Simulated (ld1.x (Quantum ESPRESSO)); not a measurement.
# What one change does to a pseudopotential (Be, TM)

Be, norm-conserving Troullier–Martins (Kleinman–Bylander form), made with ld1.x (Quantum ESPRESSO) 7.5 (revPBE, non-relativistic). Core [He], reference 2s1.75 2p0.25. Waves: 2s (bound): rc 2.25 bohr; 2p (bound): rc 3.15 bohr; 3d channel at 0.4 Ry: rc 2.55 bohr. Local part: all-electron potential smoothed inside 2.20 bohr (lloc = -1). Core correction: none.

Change: wave 2s (bound): rc 2.25 bohr becomes 2s (bound): rc 2.46 bohr.

Cutoffs: the cutoffs (Ry, on a coarse ladder) from which the occupation-weighted sum of valence levels, in a spherical-Bessel basis at the reference potential, stays within 10 and 1 mRy of its value at 400 Ry; they do not see the model core or the augmentation charge, which bear on the density cutoff. Errors are all-electron minus pseudo energies relative to the spin-unpolarised reference configuration.

Predict the effect on cutoff, ghosts and configuration errors.

The potential gets softer (8 Ry and 15 Ry → 8 Ry and 12 Ry); of the 6 tests that both files solve, the error grows in 1 and shrinks in 0 by more than 15 % and 0.3 meV (median size 6.5 → 6.3 meV); neither file shows a bound ghost. A larger radius leaves more room for a smooth pseudo-wave, so fewer plane waves are needed.

| quantity | base | changed |
| --- | --- | --- |
| cutoff, loose | 8 Ry | 8 Ry |
| cutoff, tight | 15 Ry | 12 Ry |
| bound ghosts | none | none |
| error for 2s2 2p0, meV [ΔE -0.91 eV] | -0.5 | -0.6 |
| error for 2s1 2p0, meV [ΔE 8.65 eV] | +9.5 | +8.4 |
| error for 2s1.5 2p0, meV [ΔE 2.86 eV] | +3.2 | +3.2 |
| error for 2s1 2p1, meV [ΔE 2.74 eV] | -3.5 | -4.2 |
| error for 2s0 2p2, meV [ΔE 6.41 eV] | -14 | -12 |
| error for 2s0 2p1, meV [ΔE 12.60 eV] | -63 | -65 |
| s: phases at 3.39 bohr within 0.05 rad from the reference energy up to (Ry; the scan ends near 5) | 1.1 | 1.0 |
| p: phases at 3.39 bohr within 0.05 rad from the reference energy up to (Ry; the scan ends near 5) | 1.0 | 1.0 |
| d: phases at 3.39 bohr within 0.05 rad from the reference energy up to (Ry; the scan ends near 5) | 3.4 | 3.4 |
